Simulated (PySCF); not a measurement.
Ligands exchanged one at a time, Sn Br-OCH3. Isolated molecules, 0 K electronic values unless said otherwise. One relaxed conformer stands for each flexible species; it need not be the lowest. Strings in code marks are SMILES.

The four lowest singlet excitations (Tamm–Dancoff). Calculation: PBE-D3(BJ)/def2-TZVP // CAM-B3LYP-D3(BJ)/def2-SVP (PySCF 2.14.0). Excitations are Tamm–Dancoff values on a coarser integration grid. The basis has no diffuse functions, so Rydberg states are missing or too high.

```
state  energy (eV)  wavelength (nm)  oscillator strength
-----  -----------  ---------------  -------------------
S1            3.87              320                0.000
S2            3.95              314                0.011
S3            3.95              314                0.011
S4            4.21              295                0.046
```

Q: Which member gives these states?
A. `C[O][Sn]([Br])([Br])[O]C` (C–O–Sn–Br torsion -174°, Br–Sn–O–C torsion 65°)
B. `C[O][Sn]([Br])([O]C)[O]C`
C. `C[O][Sn]([O]C)([O]C)[O]C`

A: C, `C[O][Sn]([O]C)([O]C)[O]C`
